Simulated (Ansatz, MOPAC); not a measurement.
The molecule MgB, multiplicity 2 (lowest of 2S+1 = 2, 4 at CCSD(T)/def2-TZVPP on PBE0 minima; our sources give no spin for the ground state, which may be another). The T1 diagnostic near the minimum is 0.063, so single-reference values are doubtful.

Constants: fifth-degree fit in 1/R to seven points, most abundant isotopes. Runs in def2 and cc sets follow the lowest solution found near the PBE0 minimum.

The values were computed with Ansatz (Gaussian orbitals); MOPAC for PM6 (differences of heats of formation). Values without a source in brackets are computed.

```
level               r_e (Å)  ω_e (cm⁻¹)  α_e (cm⁻¹)  B_e (cm⁻¹)  D_e (eV)  dipole (D)
------------------  -------  ----------  ----------  ----------  --------  ----------
PM6                   2.285         538      0.0035       0.428         -           -
SVWN5/def2-TZVPP      2.355         387      0.0056       0.403      1.06        2.51
PBE/def2-TZVPP        2.395         362      0.0059       0.389      0.85        2.41
B97M-V/def2-TZVPP     2.388         370      0.0057       0.392      0.76        2.32
B3LYP/def2-TZVPP      2.424         318      0.0080       0.380      0.51        2.36
wB97M-V/def2-TZVPP    2.476         266      0.0099       0.364      0.36        2.39
```

D_e counts from each atom's lowest state at the same level, without counterpoise or zero-point energy.

The state reached by PM6 isn't checked.

Doubts at one or more of the structures used: a spin-contaminated determinant (B97M-V/def2-TZVPP, B3LYP/def2-TZVPP, wB97M-V/def2-TZVPP).

Ansatz is a quantum-chemistry and plane-wave program.
